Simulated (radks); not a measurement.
Results of a calculation; reference values are marked as such.
Task: As IV, 30 electrons, occupied as [Ar] 3d10 4s2. Code: a radial shooting solver on a logarithmic mesh with Libxc functionals. Model: scalar-relativistic Kohn-Sham, r2SCAN, spin-polarised, spherical densities, finite nucleus; meta-GGA in the generalised Kohn-Sham scheme; Fermi nuclear charge, rms radius 4.0968 fm. Some entries of the table are withheld. Estimate them.

orbital,occ.,eigenvalue (hartree),<r^2> (bohr^2),<r> (bohr)
1s,2,-433.1615,0.002788,0.04550
2s,2,-56.38395,0.04838,0.2025
2p,6,-49.52382,0.03845,0.1772
3s,2,-8.46283,0.4105,0.5970
3p,6,(1),0.4454,(2)
3d,10,-2.79006,0.5653,0.6711
4s,2,-1.64381,3.442,1.745

Result: 
(1) 3p eigenvalue (hartree): -6.31271
(2) 3p <r> (bohr): 0.6160
